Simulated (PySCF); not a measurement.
## Unknown compound

Molecular formula: C5H9N3OSi. Simulated spectra:

1H NMR (400 MHz, computed): δ 4.61 (s, 3H), 4.37 (s, 3H), 2.72 (s, 3H).

13C{1H} NMR (computed): δ 199.3 (C), 158.6 (C), 152.6 (C), 41.7 (CH3), 29.1 (CH3).

One averaged value for each set of equivalent atoms, no relativistic terms, no solvent, a single conformation. GFN2-xTB structure; GIAO PBE0/pcSseg-1 shieldings; PySCF 2.14.0 with density-fitted response routines.

Scale: TMS for 1H and 13C (reference shieldings calculated alike).

Task: Which candidate is it?
A. Cc1ncnnc1OC[SiH3]
B. CC(=O)c1nn(C)nc1[SiH3]
C. CCc1ncnnc1O[SiH3]
D. C[SiH2]Oc1nncnc1C
E. CCc1nnc(C=O)n1[SiH3]

Result: B. 

- Rings plus π bonds: 4 (1 ring in the answer).
- 5 carbon signals for 5 carbons: no two carbons are equivalent.
- Carbon types of the structure: 3 × C, 2 × CH3, leaving 3 H on heteroatoms.
- δC 199.3: ketone carbonyl carbon; low-lying n→π* states of the double bond to the heteroatom give a large paramagnetic term (-261 ppm).
- δC 158.6, 152.6: substituted aromatic carbon next to a ring nitrogen.
- δC 41.7: methyl carbon bonded to N; pulled downfield by the heteroatom.
- δC 29.1: methyl carbon α to a carbonyl; the adjacent C=O deshields it moderately.
- δH 2.72: hydrogen on a methyl carbon α to a carbonyl; α to C=O.

The others: C[SiH2]Oc1nncnc1C would give 4 signals for carbon-bound and other non-exchanging H, not 3; CCc1nnc(C=O)n1[SiH3] would give 4 signals for carbon-bound and other non-exchanging H, not 3; CCc1ncnnc1O[SiH3] would give 4 signals for carbon-bound and other non-exchanging H, not 3; Cc1ncnnc1OC[SiH3] would give 4 signals for carbon-bound and other non-exchanging H, not 3.

Shifts are as computed. Against solution values, carbons near 30 ppm lie about +3 ppm off and those near 130 ppm about +5 ppm. Of 1211 compounds with measured shifts, 218 miss one by over three times the rms of a fit or turn the order of signals round; such compounds aren't used in these exercises. No couplings were computed; multiplicities are counted from neighbouring protons, with m where these are inequivalent, close in shift, in a saturated or five-membered ring or joined by F or P, and br s for small geminal =CH2 splittings.
